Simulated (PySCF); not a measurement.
Molecule: SMILES BP[SiH2]N(C)C, C₂H₁₁BNPSi.

Geometry (Å), atoms numbered from 1 in this order:
```xyz
17

B     3.492    0.557    0.237
P     2.051   -0.560    0.252
Si    0.346    0.750   -0.334
N    -1.086   -0.120    0.030
C    -2.364    0.539   -0.063
C    -1.207   -1.556   -0.047
H     3.714    1.151   -0.747
H     4.245    0.584    1.130
H     1.807   -0.759    1.594
H     0.238    2.003    0.430
H     0.586    1.086   -1.751
H    -2.238    1.610    0.064
H    -2.837    0.360   -1.035
H    -3.033    0.166    0.717
H    -1.684   -1.867   -0.984
H    -1.816   -1.921    0.784
H    -0.220   -2.011    0.011
```

Frames of a GFN2-xTB Langevin trajectory at 200 K; GIAO PBE0/pcSseg-1 shieldings in PySCF, gas phase, non-relativistic; equivalent atoms averaged within each frame.

References, each an isolated molecule treated in the same way: ¹¹B (σ = 100.07 ppm) against BF3·OEt2; ³¹P (σ = 318.38 ppm) vs H3PO4; ²⁹Si (σ = 349.16 ppm) and ¹³C (σ = 186.93 ppm) and ¹H (σ = 31.72 ppm) against TMS; ¹⁵N (σ = 267.73 ppm) vs NH3. The references are static minima.

Task: How do the shifts (ppm) fluctuate along the trajectory?

Result: 
```
         time (fs)    B1      P2    Si3    N4  C5/C6  H7/H8  H10/H11    H9  H12/H13/H14/H15/H16/H17
               250  89.4  -126.2  -27.1   0.1   39.7   8.72     5.43  3.42                     2.74
               425  84.9  -119.3  -36.9   3.3   43.7   9.21     5.66  3.70                     2.94
               625  94.6  -186.1  -58.2  29.3   46.7   9.46     4.96  2.45                     3.25
               800  84.1  -101.7  -38.5  22.1   42.2   8.56     5.33  3.46                     3.05
              1000  79.2  -138.3  -30.9  25.9   39.3   8.31     5.28  3.40                     2.75
    mean of frames  86.4  -134.3  -38.3  16.1   42.3   8.85     5.33  3.29                     2.94
standard deviation   5.8    31.9   12.0  13.5    3.1   0.47     0.25  0.48                     0.21
```

5 frames give an uncertainty of the mean of about the standard deviation over 2.2 at best, since frames this close in time may not be independent; classical motion lacks zero-point vibration, and the reference would need the same averaging.
